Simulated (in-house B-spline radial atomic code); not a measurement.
**RPA and G0W0 on LDA exchange-only: C⁵⁺**

Configuration 1s1, highest spin, mean-field start LDA exchange-only. Computed with a B-spline radial code for spherical atoms: all electrons, non-relativistic, point nucleus, each spin shell either full or empty, empty states to l = 9 with an (l + 1/2)⁻⁴ tail; G0W0 by contour deformation at full frequency.

Relativity, left out, deepens the 1s level by about Z⁴α²/8 hartree.

With one electron the exact correlation energy is zero, so what RPA and GW give is self-correlation.

Command:
```bash
python run_gw.py task.json out
```
Settings (radii: box in bohr, nucleus in fm):
```
Z                        6
electrons                1
configuration            1s1
hamiltonian              nr
method                   lda,
lmax                     9
spin_polarised           True
box_radius               10.43
intervals                43
ion_configuration        bare nucleus
```

Run time, properties included: 0.2 s on 1 thread of Arm Neoverse V2, with other jobs on the host.

Energies (hartree):

```json
{"term": "mean-field total", "value": "-17.73472"}
{"term": "Hartree-Fock functional on these orbitals", "value": "-17.99850"}
{"term": "direct second order", "value": "-0.023366"}
{"term": "second-order exchange", "value": "0.023366"}
{"term": "SOSEX correction", "value": "0.022877"}
```

Q: What is the RPA correlation energy, and what remains with SOSEX?

A: RPA gives -0.022877 hartree (-0.623 eV per electron); RPA + SOSEX gives 0, and the second-order doubles 0 hartree (no singles). SOSEX takes back 100 % of the RPA value.

Quasi-particle levels (eV):

```tsv
level	occupied	mean field	Σx - vxc	Σc	QP weight	G0W0
1s up	yes	-446.50	-43.27	?	?	?
1s down	no	-389.83	0.00	-2.52	0.997	-392.35
```

G0W0 = mean field + (Σx - vxc) + Σc, with Σc (partial-wave tail included) taken at the quasi-particle energy.

Q: Where does G0W0 put 1s up?

A: At -489.39 eV, with Σc = 0.37 eV and a quasi-particle weight of 0.996. The tabulated removal energy is 489.993 eV (NIST, tabulated theory).

Q: What does it cost to remove one electron (to the bare nucleus) by differences of total energies, each species on its own start (correlation terms add to the Hartree-Fock functional)?

A: LDA exchange-only 482.59 eV, Hartree-Fock functional 489.76 eV, + RPA 490.39 eV, + RPA + SOSEX 489.76 eV, + second order 489.76 eV. Tabulated: 489.993 eV (NIST, tabulated theory).
